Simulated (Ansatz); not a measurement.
The same path of BClGaH$_{5}$OSi (10 atoms, charge 0, multiplicity 1) was run twice with different band settings. Lost on the way: B2–Ga4, Ga4–H10. Made: B2–H10.

Level of theory: RHF/def2-SVP in Ansatz 0.2.0.

Relaxed end points:

```xyz
10
Properties=species:S:1:pos:R:3
O -1.517 -0.170 0.882
B -0.355 -0.066 0.224
Si 1.033 -1.571 0.401
Ga -0.144 1.738 -0.955
Cl -2.015 2.888 -0.681
H -2.122 0.553 0.763
H 2.312 -1.004 0.911
H 1.313 -2.140 -0.947
H 0.606 -2.670 1.302
H 0.888 2.441 -1.899
```

```xyz
10
Properties=species:S:1:pos:R:3
O -1.199 0.000 0.632
B 0.006 -0.105 0.069
Si 1.185 -1.745 0.427
Ga -0.824 3.797 -1.885
Cl -2.419 2.967 -0.510
H -1.679 0.791 0.415
H 2.480 -1.323 1.028
H 1.502 -2.436 -0.854
H 0.546 -2.727 1.339
H 0.404 0.780 -0.662
```

Common settings: movable images 7; climbing image yes; spring 5.0 eV/Å²; optimiser quadratic models (default); start path through a guess of the saddle point; iteration limit 60; end points relaxed.

| run | force threshold |
| --- | --- |
| 1 | 0.05 eV/Å |
| 2 | 0.2 eV/Å |

Problem. What does each run give, and how far can it be trusted?

Solution. Run 1: converged after 18 iterations, highest image 3.997 eV above the first end. Neighbouring images differ by up to 2.7 eV, so the band resolves the path poorly. A vibrational analysis at the climbing image gives one clearly imaginary mode, 1453i cm⁻¹: a first-order saddle point.
Run 2: converged after 15 iterations, highest image 3.999 eV above the first end. The threshold of 0.2 eV/Å is loose, so the images may lie well off the minimum-energy path. Neighbouring images differ by up to 2.7 eV, so the band resolves the path poorly. Another band between the same ends (7 images) ends at a top of the same energy, where a vibrational analysis finds 1 clearly imaginary mode.
The orbitals stay closed-shell, which can raise the energy where a bond breaks towards radicals; this wasn't checked here.
